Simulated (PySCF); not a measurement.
## C$_{6}$H$_{8}$F$_{4}$: full NMR table

```
Formula                               : C6H8F4
SMILES                                : CC(C)(F)CC(F)=C(F)F
InChI                                 : InChI=1S/C6H8F4/c1-6(2,10)3-4(7)5(8)9/h3H2,1-2H3
Point group of the computed structure : C1
Degrees of unsaturation               : 1
Carbon signals                        : 5
Proton signals                        : 2
```

Atom-mapped SMILES (the numbers label the heavy atoms): `[CH3:1][C:2]([CH3:3])([F:4])[CH2:5][C:6]([F:7])=[C:8]([F:9])[F:10]`. Hydrogens are named by the atom that carries them.

[PySCF: PBE0-D3(BJ)/def2-SVP geometry; shieldings: GIAO CAM-B3LYP/pcSseg-1; rapidly exchanging positions averaged; one conformer; non-relativistic; no solvent]

References, each an isolated molecule treated in the same way: TMS for ¹H, ¹³C; CFCl3 for ¹⁹F.

| carbon | δC, type | δH (multiplicity) | HMBC from (2–3 bonds) | span of the C tensor (ppm) |
| --- | --- | --- | --- | --- |
| C1/C3 | 28.6, CH3 | 1.40 (m) | H(C5), H(C1)/H(C3) | 45 |
| C2 | 92.2, C | – | H(C5), H(C1)/H(C3) | 82 |
| C5 | 41.0, CH2 | 2.20 (m) | H(C1)/H(C3) | 33 |
| C6 | 135.1, C | – | H(C5) | 78 |
| C8 | 168.3, C | – | H(C5) | 118 |

Other nuclei:
| atoms | nucleus | environment | δ (ppm) | σ (ppm) |
| --- | --- | --- | --- | --- |
| F10 | ¹⁹F | vinylic fluorine | -96.5 | 285.6 |
| F9 | ¹⁹F | vinylic fluorine | -111.9 | 301.0 |
| F4 | ¹⁹F | fluorine on an sp3 carbon | -160.5 | 349.6 |
| F7 | ¹⁹F | vinylic fluorine | -174.3 | 363.4 |

1. Carbon types of the structure: 3 × C, 1 × CH2, 2 × CH3, which accounts for all hydrogens.
2. δC 168.3, 135.1: fully substituted alkene carbon.
3. δC 92.2: fully substituted sp3 carbon bonded to F; deshielded by the electronegative neighbour.
4. δC 41.0: allylic sp3 CH2; saturated and bonded to C and H only.
5. δC 28.6: methyl carbon; a saturated carbon with 1 carbon neighbour and no heteroatom attached.
6. δH 2.20: hydrogen on an allylic sp3 CH2; allylic position.

Splittings by ¹⁹F in the carbon and heteronuclear signals aren't shown, as no couplings were computed. Shifts are as computed, not scaled to solution data. Of 1309 compounds with measured shifts, 239 miss one by over three times the rms of a fit or turn the order of signals round; such compounds aren't used in these exercises. Unscaled 19F shifts against computed CFCl3 carry errors that often reach 10 to 50 ppm. Multiplicities follow the n + 1 count of equivalent neighbours, as no J values were calculated; m marks all less simple cases, F and P coupling included.
